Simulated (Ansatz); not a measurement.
`[CH3][In]([CH3])[CH3]` + H–F → `[CH3][In]([CH3])[F]` + CH₄  (ligand exchange at the In–C bond)

Gas-phase electronic energies from Ansatz, PBE0-D4/def2-TZVP geometries. CCSD(T)/CBS adds triple-zeta CCSD(T) − MP2 to the extrapolated MP2 energy (def2 sets, frozen cores). This one scheme is used for every species. Functionals use def2-TZVPP. HSE06 is defined as in plane-wave codes. def2 core potentials past Kr. For In outer-core shells are correlated without core-valence functions, which leaves a few kJ/mol of doubt a bond.

(1) Is it downhill or uphill in electronic energy at CCSD(T)/CBS, and by how much? (An estimate is asked.)

(2) What do these levels give: PBE0-D4, HSE06-D4, ωB97M-V, B2PLYP, PBE, PBE0, HSE06, BHLYP, RPA@PBE/def2-TZVPP, HF/def2-TZVPP, CCSD/def2-TZVPP, CCSD/CBS(def2)? (Estimate.)

Largest T1 diagnostic among the species: 0.014.

Results:

(1) Computed: Downhill: ΔE = -117.1 kJ/mol.

(2) The calculation gave: PBE0-D4 -117.8, HSE06-D4 -117.4, ωB97M-V -122.0, B2PLYP -129.4, PBE -127.7, PBE0 -121.0, HSE06 -120.5, BHLYP -133.8, RPA@PBE/def2-TZVPP -112.3, HF/def2-TZVPP -136.2, CCSD/def2-TZVPP -113.6, CCSD/CBS(def2) -118.6 kJ/mol.

From PBE to PBE0 (25 % exact exchange), in def2-TZVPP and without D4, ΔE moves by +6.7 kJ/mol. At CCSD(T), def2-SVP lies −15.1 kJ/mol from the extrapolated value and def2-TZVPP +5.0 kJ/mol.
